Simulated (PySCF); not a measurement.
Ranking problems on computed properties.

Species are written as SMILES; each is one conformer at its optimised geometry, gas phase, non-relativistic unless stated. Electronic properties by PySCF.

The conformers computed, where there is a choice (atom-mapped SMILES and torsion angles):
- `[CH2:1]=[N:2][C@@:3]1([SiH3:4])[CH2:5][C@@H:6]1[CH2:7][CH3:8]`: C1–N2–C3–Si4 -120°, C5–C6–C7–C8 87°
- `[CH3:1][CH2:2][CH2:3][O:4][SiH2:5][O:6][SiH3:7]`: C1–C2–C3–O4 65°, C2–C3–O4–Si5 -121°, C3–O4–Si5–O6 172°, O4–Si5–O6–Si7 14°
- `[CH3:1][C:2](=[O:3])[NH:4]/[CH:5]=[CH:6]/[O:7][SiH3:8]`: C1–C2–N4–C5 -179°, C2–N4–C5–C6 180°, C5–C6–O7–Si8 0°
- `[H]/[N:4]=[CH:3]\[C:2](=[CH2:1])[O:5][SiH2:6][O:7][CH3:8]`: C1–C2–C3–N4 -1°, C1–C2–O5–Si6 -1°, C2–O5–Si6–O7 178°, O5–Si6–O7–C8 -179°
- `[CH3:1][O:2][C:3]1=[CH:4][S:5][SiH2:6][SiH2:7]1`: C1–O2–C3–C4 0°
- `[CH2:1]=[C:2]([CH3:3])/[C:4]=[CH:5]\[S:6][CH:7]([F:8])[F:9]`: C4–C5–S6–C7 141°, C5–S6–C7–F8 -81°
- `[CH3:1][N:2]([CH3:3])[Si@:4]1([OH:5])[CH:6]=[CH:7][O:8]1`: C1–N2–Si4–O5 31°, H–O5–Si4–N2 151°

The conformers of `C#CC1=CS[SiH2][C@@H](F)CC1` and `CC1=C[C@@H](C)[SiH2]NC1` aren't listed.

(1) Rank by HOMO–LUMO gap, lowest first (PBE0/pcSseg-1 at GFN2-xTB geometries).
A. `C=N[C@@]1([SiH3])C[C@@H]1CC`
B. `CCCO[SiH2]O[SiH3]`
C. `O=C(C)N/C=C/O[SiH3]`
D. `CC1=C[C@@H](C)[SiH2]NC1`
E. `C#CC1=CS[SiH2][C@@H](F)CC1`

(2) Rank by smallest rotational constant, lowest first (GFN2-xTB).
A. `CCCO[SiH2]O[SiH3]`
B. `COC1=CS[SiH2][SiH2]1`
C. `[H]/N=C\C(=C)O[SiH2]OC`
D. `C=C(C)/[C]=C\SC(F)F` [radical]
E. `CC#C[C@@H]1C[CH]N1C` [radical]
F. `CN(C)[Si@]1(O)C=CO1`

(3) Rank by HOMO energy, lowest first (PBE0/pcSseg-1 at GFN2-xTB geometries).
A. `CC1=C[C@@H](C)[SiH2]NC1`
B. `CC(=O)N/C=C/O[SiH3]`
C. `CCCO[SiH2]O[SiH3]`
D. `C(C)[C@H]1C[C@]1([SiH3])N=C`

(4) By how much do the two ends of that ranking differ?

## Answers

(1) E (5.55 eV), C (6.19 eV), A (6.46 eV), D (7.13 eV), B (8.44 eV).

(2) D (0.505 GHz), C (0.655 GHz), A (0.717 GHz), B (0.770 GHz), E (0.966 GHz), F (1.163 GHz).

(3) C (-7.96 eV), D (-6.81 eV), A (-6.53 eV), B (-6.12 eV).

(4) By 1.84 eV, between `CC(=O)N/C=C/O[SiH3]` and `CCCO[SiH2]O[SiH3]`.
